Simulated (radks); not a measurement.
Results of a calculation; reference values are marked as such.
Task: Radial electron density D(r) = 4 pi r^2 rho(r) of an atom or ion with 16.5 electrons. Code: a radial shooting solver on a logarithmic mesh with Libxc functionals. Model: Dirac Kohn-Sham, PBE, spin-unpolarised, spherical densities, finite nucleus; Fermi nuclear charge, rms radius of each element as measured or else 0.836 A^(1/3) + 0.57 fm.

```
   r/bohr * D(r) (the largest magnitude, 20, reaches the edge; | marks zero)
 0.003332 |*
 0.004236 |*
 0.005385 | *
 0.006845 |  *
 0.008702 |    *
  0.01115 |       *
  0.01418 |          *
  0.01802 |               *
  0.02291 |                     *
  0.02912 |                           *
  0.03702 |                                  *
  0.04707 |                                       *
  0.05983 |                                          *
  0.07606 |                                         *
   0.0967 |                                     *
   0.1229 |                                 *
   0.1575 |                                   *
   0.2003 |                                          *
   0.2546 |                                                   *
   0.3236 |                                                      *
   0.4114 |                                             *
    0.523 |                            *
   0.6649 |              *
   0.8452 |          *
    1.074 |            *
    1.366 |             *
     1.75 |         *
    2.225 |    *
    2.829 | *
    3.596 |*
    4.571 *
    5.811 *
```

What is the nuclear charge?

Result: Z = 17. The innermost maximum, from 1s, lies near gamma/Z bohr with gamma = sqrt(1 - (Z/c)^2) = 0.992, here 0.0584 bohr (found: 0.0628), and its height grows with Z. The density is that of the chlorine ion Cl0.5+ in 1s1.5 2s2 2p6 3s2 3p5; the configuration itself is not fixed sharply by these data, and Z only to about a unit. D(r) has 3 maxima, at r = 0.0628, 0.304, 1.27 bohr, and minima at 0.132, 0.845 bohr, inside which lie 1.55, 9.85 electrons.
